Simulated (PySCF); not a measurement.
formyl cation (CHO), SMILES C#[O+], charge +1.

The structure is a stationary point at r2SCAN-D4/def2-TZVPD.

Method: PBE/def2-TZVPD (PySCF).

Gas-phase values at a fixed geometry.

| Item | Result |
|---|---|
| total energy | -113.47118 hartree |
| point group | C∞v |
| highest occupied level | -21.21 eV |
| lowest empty level | -11.47 eV |
| orbital gap | 9.74 eV |
| dipole moment about the centre of nuclear charge | 3.56 D |
| mean static polarisability | 9.8 bohr³ (1.45 Å³) |
| polarisability, principal values | 7.8, 7.8, 13.9 bohr³ |
